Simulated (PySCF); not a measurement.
# `CS(=O)(=O)[SiH2][SiH2]F`, CH$_{7}$FO$_{2}$SSi$_{2}$

Geometry:
```csv
atom,x (Å),y (Å),z (Å)
C1,2.376,0.112,0.697
S2,0.790,0.618,0.047
O3,0.032,1.211,1.172
O4,1.044,1.410,-1.162
Si5,-0.518,-1.108,-0.469
Si6,-2.475,0.193,-0.377
F7,-3.621,-0.590,-1.237
H8,2.947,-0.386,-0.096
H9,2.225,-0.535,1.571
H10,2.864,1.052,0.992
H11,-0.124,-1.685,-1.785
H12,-0.378,-2.113,0.625
H13,-2.950,0.315,1.024
H14,-2.214,1.503,-1.024
```

Level of theory: quadratic response CAM-B3LYP/def2-SVPD first hyperpolarisability, Taylor convention, gas phase (PySCF). Geometry: PBE0-D3(BJ)/def2-SVP.

Problem. Give the tensor of the second harmonic β(−2ω;ω,ω) at 1064 nm in the axes of these coordinates.

Solution. In au, Taylor convention; rows are the first index (the induced dipole):
```csv
,xx,yy,zz,xy,xz,yz
x,-80.0,+46.8,-12.0,+81.8,-24.8,+12.2
y,+80.4,+164.2,+54.1,+44.9,+11.2,+21.2
z,-23.5,+21.8,-16.7,+12.3,-12.4,+53.8
```
Norm of βᵢ = ⅓ Σⱼ (βᵢⱼⱼ + βⱼᵢⱼ + βⱼⱼᵢ): 303.7 au, hyper-Rayleigh value 118.1 au.
